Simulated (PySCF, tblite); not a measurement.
One entry of a table of gas-phase calculations, keyed by method. Lists by class give the value and the number of equivalent atoms.

```json
{
 "formula": "C8H9ClOS",
 "smiles": "CC(C)c1ccc(C(=O)Cl)s1",
 "charge": 0,
 "multiplicity": 1,
 "geometry_level": "GFN2-xTB",
 "atoms_angstrom": [
  ["C", -1.885, -0.882, -1.382],
  ["C", -1.433, -0.643, 0.062],
  ["C", -2.35, 0.364, 0.761],
  ["C", -0.017, -0.161, 0.091],
  ["C", 0.489, 1.001, -0.436],
  ["C", 1.862, 1.146, -0.229],
  ["C", 2.411, 0.085, 0.462],
  ["C", 3.79, -0.053, 0.824],
  ["O", 4.686, 0.702, 0.607],
  ["Cl", 4.107, -1.575, 1.704],
  ["S", 1.208, -1.098, 0.852],
  ["H", -1.862, 0.045, -1.949],
  ["H", -1.233, -1.602, -1.871],
  ["H", -2.9, -1.27, -1.391],
  ["H", -1.48, -1.593, 0.603],
  ["H", -2.025, 0.527, 1.786],
  ["H", -3.37, -0.01, 0.777],
  ["H", -2.339, 1.318, 0.24],
  ["H", -0.112, 1.726, -0.956],
  ["H", 2.449, 1.983, -0.561]
 ],
 "electronic_structure_code": "PySCF",
 "results": {
  "GFN2-xTB geometry": {
   "rotational_constants_GHz": [2.05, 0.438, 0.391]
  },
  "PBE0/pcSseg-1 ground state and GIAO shieldings, non-relativistic": {
   "dipole_D": 5.43,
   "homo_eV": -7.37,
   "lumo_eV": -2.19,
   "shift_vs_computed_TMS_C_by_class_ppm": [
    [179.5, 1],
    [166.1, 1],
    [143.3, 1],
    [141.3, 1],
    [128.3, 1],
    [34.5, 1],
    [27.5, 2]
   ],
   "shift_vs_computed_TMS_H_by_class_ppm": [
    [8.0, 1],
    [7.13, 1],
    [2.85, 1],
    [1.37, 6]
   ],
   "shielding_other_nuclei_by_class_ppm": [
    ["O", -194.7, 1],
    ["S", 242.5, 1],
    ["Cl", 508.1, 1]
   ],
   "charges_hirshfeld_e_by_atom": [-0.11, -0.02, -0.11, 0.01, -0.07, -0.04, -0.07, 0.15, -0.21, -0.08, 0.13, 0.04, 0.04, 0.05, 0.04, 0.04, 0.05, 0.04, 0.06, 0.07]
  },
  "GFN2-xTB harmonic vibrations, gas phase": {
   "strongest_ir_bands_cm-1_km_per_mol_modes": [
    [809.4, 115.6, 1],
    [1031.1, 43.6, 1],
    [1202.8, 149.3, 1],
    [1436.3, 271.6, 1],
    [1787.4, 564.2, 1],
    [3044.7, 57.4, 1]
   ],
   "zpe_kcal_per_mol": 93.3
  }
 }
}
```

The rotational constants make it an asymmetric top with κ = (2B − A − C)/(A − C) = -0.94, nearer the prolate limit (−1). The zero-point energy, half the sum of the 54 harmonic wavenumbers, equals 32630 cm⁻¹ or 390 kJ/mol.

 NMR classes are plain means over equivalent atoms (diastereotopic ones count apart unless rotation or inversion swaps them), as if these changed places fast; in this geometry the members of some classes differ.

Conformer computed: `[CH3:1][CH:2]([CH3:3])[c:4]1[cH:5][cH:6][c:7]([C:8](=[O:9])[Cl:10])[s:11]1`: C1–C2–C4–C5 63°, C6–C7–C8–O9 0°.

One conformer stands for the species.
